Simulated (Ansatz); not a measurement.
A nudged elastic band was laid between two geometries of C2H8Al2ClGa (14 atoms, charge 0, multiplicity 1).

The calculation used Ansatz, RHF/def2-SVP.

```yaml
movable_images: 5
climbing_image: yes
spring: 5.0 eV/Å²
optimiser: quadratic models (default)
start_path: IDPP
force_threshold: 0.03 eV/Å
iteration_limit: 60
end_points: relaxed
```

Image 0:

```xyz
14
Properties=species:S:1:pos:R:3
C -2.225 2.304 -0.694
Ga -0.354 1.818 -0.187
Al 0.256 -0.041 1.475
C 0.610 -1.852 0.756
Al 2.259 -2.420 -0.188
Cl 0.051 -1.871 -1.150
H -2.330 2.312 -1.782
H -2.980 1.634 -0.279
H -2.444 3.319 -0.346
H 0.797 2.656 -0.894
H 0.440 0.036 3.052
H 0.035 -2.680 1.168
H 3.296 -1.291 -0.562
H 2.576 -3.956 -0.339
```

Image 6:

```xyz
14
Properties=species:S:1:pos:R:3
C 0.284 2.632 -1.263
Ga -0.993 1.786 0.020
Al -0.359 -0.046 1.701
C -0.352 -1.918 1.052
Al 1.059 -2.719 -0.087
Cl -1.174 -1.932 -0.762
H 0.528 3.640 -0.912
H 1.219 2.079 -1.367
H -0.171 2.738 -2.251
H -2.495 2.303 -0.040
H 0.079 0.073 3.224
H -0.964 -2.648 1.580
H 2.156 -1.734 -0.653
H 1.171 -4.285 -0.211
```

(1) What changes between the two ends?

(2) Give the energies along the band, and the barrier.

(3) What is the geometry of the highest image?

## Answers

(1) No bond is made or broken. The dihedral H10–Ga2–Al3–C4 goes from -87 to 95°.

(2) It converged. The highest image is number 3 of 0 to 6, 0.063 eV above the first end and 0.069 eV above the last; the last end lies 0.007 eV below the first. A vibrational analysis at the climbing image gives no mode beyond 40i cm⁻¹: the surface is too flat there to confirm a saddle point.

| image | path coordinate (Å) | energy (eV) | dihedral H10–Ga2–Al3–C4 (°) |
| --- | --- | --- | --- |
| 0 | 0.00 | 0.000 | -87 |
| 1 | 1.57 | 0.013 | -109 |
| 2 | 3.13 | 0.042 | -140 |
| 3 | 4.70 | 0.063 | -176 |
| 4 | 6.14 | 0.046 | 150 |
| 5 | 7.58 | 0.012 | 119 |
| 6 | 9.03 | -0.007 | 95 |

(3) 
```xyz
14
Properties=species:S:1:pos:R:3:forces:R:3
C -1.267 2.036 -1.541 -0.01 -0.01 -0.01
Ga -0.151 2.212 0.103 -0.01 -0.01 0.00
Al 0.600 0.262 1.633 0.00 0.00 -0.01
C 0.254 -1.647 1.267 0.01 -0.01 0.01
Al 1.198 -2.733 -0.098 0.00 0.00 0.00
Cl -1.097 -1.865 -0.142 -0.01 0.00 0.00
H -0.709 2.403 -2.408 0.00 0.01 0.00
H -1.579 1.011 -1.739 0.01 0.00 0.01
H -2.162 2.661 -1.454 0.01 0.01 0.00
H 0.296 3.688 0.488 0.01 0.00 0.00
H 1.465 0.434 2.957 0.00 0.00 0.00
H -0.158 -2.241 2.082 0.00 0.01 0.00
H 2.092 -1.948 -1.138 0.00 0.00 0.00
H 1.205 -4.303 0.019 0.00 0.00 0.00
```

Time of the run: 2.7 min on 2 threads of Intel(R) Xeon(R) Platinum 8488C (Sapphire Rapids), on a shared host, peak memory 0.51 GiB.
